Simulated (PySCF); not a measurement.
# Nitrogen: a sound run and one with changed settings

Sound run: N²⁺ [He] 2s2 2p1, N³⁺ [He] 2s2. Computed with PySCF 2.14 in cc-pVTZ-DK (4s3p2d1f, 30 functions), with the spin-free X2C one-electron Hamiltonian (Gaussian nucleus). In the sound run the correlated levels freeze 1s2. The sound run starts from symmetry-adapted Hartree-Fock orbitals and uses a fine grid where one is needed.

A second run was set up differently.

```csv
species,method,sound run (hartree),changed run (hartree),converged
N²⁺,MP2,-52.90345,-52.91232,yes
N²⁺,CCSD(T),-52.93117,-52.93978,yes
N³⁺,MP2,-51.16014,-51.16809,yes
N³⁺,CCSD(T),-51.19565,-51.20298,yes
```

Ionisation energy of N²⁺:

| method | sound run (eV) | changed run (eV) |
| --- | --- | --- |
| UHF | 47.255 | 47.255 |
| MP2 | 47.438 | 47.463 |
| SCS-MP2 | 47.389 | 47.406 |
| CCSD | 47.198 | 47.235 |
| CCSD(T) | 47.226 | 47.261 |

Question: What was changed?
A. a valence shell is frozen
B. all electrons correlated in a valence basis
C. minimal basis
D. too few SCF iterations

Answer: B. A valence basis has no tight correlating functions, so it recovers only part of the core correlation, and not evenly between atom and ion.
